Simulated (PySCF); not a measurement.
Compound: C2H8S2Si.
Atom-mapped SMILES: `[CH3:1][S:2][CH2:3][S:4][SiH3:5]` (hydrogens: H6, H7, H8 on C1; H9, H10 on C3; H11, H12, H13 on Si5)

Computed by this run: PBE0-D3(BJ)/def2-SVP geometry optimisation, gas phase (PySCF); density fitting, grid level 1; the optimiser is geomeTRIC in internal coordinates, started from a GFN2-xTB structure with every atom displaced at random (about 0.01 Å).

Step 0: E = -31728.9576 eV
```
atom  x, y, z in Å  |  force x, y, z in eV/Å
C1     -2.0542   -0.8160   -0.1811   -0.194   1.912  -0.688
S2     -0.7790   -0.2677   -1.3335    0.142   0.079  -0.151
C3     -0.1952    1.1814   -0.4286    0.680  -1.066   0.403
S4      0.6209    0.8111    1.1878   -0.575   0.474   0.250
Si5     2.2301   -0.4305    0.5467   -0.798   0.354   0.602
H6     -1.6548   -0.8494    0.8117    0.435  -0.257   0.976
H7     -2.8814   -0.0761   -0.2097    0.088  -0.349   0.075
H8     -2.4014   -1.7597   -0.5185   -0.453  -1.281  -0.313
H9      0.5526    1.6792   -1.0397    0.080   0.270  -0.465
H10    -1.0147    1.8460   -0.2091   -0.527   0.571   0.161
H11     2.8904    0.3054   -0.5032    0.702   0.294  -0.795
H12     3.0163   -0.5342    1.7844    0.372  -0.179   0.204
H13     1.6779   -1.6889    0.0845    0.048  -0.822  -0.259
```

Step 1: E = -31729.1573 eV
```
atom  x, y, z in Å  |  force x, y, z in eV/Å
C1     -1.9872   -0.8101   -0.1976   -0.088  -0.281   0.070
S2     -0.7675   -0.1823   -1.3629    0.021   0.029   0.050
C3     -0.1903    1.2447   -0.4214   -0.135   0.224  -0.038
S4      0.5605    0.9087    1.2117    0.090  -0.096  -0.040
Si5     2.1148   -0.4416    0.5724   -0.027   0.092  -0.001
H6     -1.5410   -0.8906    0.8084    0.000  -0.038  -0.107
H7     -2.8702   -0.1593   -0.1495   -0.064   0.082  -0.022
H8     -2.3079   -1.8107   -0.5394    0.121   0.187   0.044
H9      0.5355    1.7602   -1.0708   -0.035  -0.018   0.034
H10    -1.0226    1.9441   -0.2193    0.108  -0.097  -0.050
H11     2.8539    0.1905   -0.5636   -0.007  -0.043  -0.006
H12     3.0039   -0.5669    1.7611    0.026  -0.010   0.024
H13     1.6256   -1.7860    0.1623   -0.009  -0.032   0.041
```

Problem. Estimate the geometry and energy of step 2. (The exact step hangs on the optimiser's Hessian estimate; all steps are aligned on step 1, rigid shifts and turns removed.)

Solution. E = -31729.1725 eV, largest force 0.090 eV/Å
```
atom  x, y, z in Å  |  force x, y, z in eV/Å
C1     -1.9566   -0.8288   -0.2122   -0.045   0.003   0.054
S2     -0.7670   -0.1258   -1.3672    0.068   0.010   0.004
C3     -0.1993    1.2970   -0.4133   -0.029   0.034  -0.002
S4      0.5877    0.9549    1.2046    0.005  -0.044  -0.027
Si5     2.0880   -0.4605    0.5826   -0.038   0.055  -0.061
H6     -1.4905   -0.9463    0.7782   -0.006  -0.006  -0.007
H7     -2.8566   -0.2001   -0.1278    0.023  -0.007   0.002
H8     -2.2465   -1.8170   -0.5960    0.028   0.025  -0.015
H9      0.5103    1.8246   -1.0684    0.000  -0.004   0.000
H10    -1.0320    1.9845   -0.1958    0.004  -0.021   0.012
H11     2.7910    0.0708   -0.6244    0.003  -0.025   0.005
H12     3.0265   -0.5332    1.7399   -0.005   0.004   0.003
H13     1.5524   -1.8194    0.2911   -0.008  -0.026   0.030
```

The energy changes by -0.0152 eV. The first-order estimate −F·Δx gives -0.0239 eV and the mean of the old and new forces, exact on a quadratic surface, -0.0161 eV. The step makes an angle of 81° with the force vector and moves no atom by more than 0.152 Å.

What follows is the cost of the whole optimisation. Hardware: an Arm Neoverse V1 with one thread, shared host. Cost: 46 s of wall time, 0.52 GiB resident at most.
